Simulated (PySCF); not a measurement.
Isomers of C2H11Ge2N and their computed core-level spectra.

Method: delta-SCF UKS SCAN, pcX-2 on the ionised atom, pcseg-1 elsewhere, spin-free X2C (PySCF 2.14.0). Geometries: PBE0-D3(BJ)/def2-SVP; isolated species, one conformer each.

Line lists (1s up to Mg, 2p3/2 beyond, nothing for Ge; areas count atoms within a level, one atom standing for each set equivalent by bonding):
1. C 1s: 290.46 (area 1), 291.39 (area 1) eV; N 1s: 403.54 eV
2. C 1s: 290.03 (area 1), 290.58 (area 1) eV; N 1s: 403.57 eV
3. C 1s: 289.80 (area 1), 291.41 (area 1) eV; N 1s: 404.05 eV

Structures:
A. `C[CH2][GeH2][NH][GeH3]`
B. `C[NH][GeH2][CH2][GeH3]`
C. `CC[N]([GeH3])[GeH3]`

Question: Which list belongs to which compound?

Answer: 
- 1 = C: another candidate has the same counts of sites, so positions decide. C 1s: 290.46 methyl carbon, 291.39 sp3 carbon bound to nitrogen; N 1s: 403.54 nitrogen bonded to C and 2 Ge.
- 2 = A: another candidate has the same counts of sites, so positions decide. C 1s: 290.03 sp3 carbon bound to germanium, 290.58 methyl carbon; N 1s: 403.57 nitrogen bonded to 2 Ge and H.
- 3 = B: another candidate has the same counts of sites, so positions decide. C 1s: 289.80 sp3 carbon bound to germanium, 291.41 N-methyl carbon; N 1s: 404.05 nitrogen bonded to C, Ge and H.
